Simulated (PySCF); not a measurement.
MgCl₂, SMILES [Mg]([Cl])[Cl]. The structure is a stationary point at B3LYP-D3(BJ)/def2-TZVP. The isomer is the one that the SMILES or the coordinates give; other isomers of the formula were not compared.

All values below come from B3LYP-D3(BJ)/def2-TZVP in PySCF 2.14.0.

Harmonic wavenumbers (cm⁻¹): 110, 110, 318, 613. Rotational constants (GHz): 1.506 (linear); symmetry number 2.

Work out the zero-point energy and the ideal-gas rigid-rotor harmonic-oscillator thermochemistry at 298.15 K and 1 atm.

ZPE = ½ Σ hcν = ½ × 1151 cm⁻¹ = 1.65 kcal/mol. H − E(el) = 4.96 kcal/mol. Entropy in cal/(mol K): translation 39.57, rotation 17.15, vibration 8.30, total 65.03. G − E(el) = -14.42 kcal/mol. Cp = 13.48 cal/(mol K). Modes under 150 cm⁻¹ make the vibrational entropy uncertain.
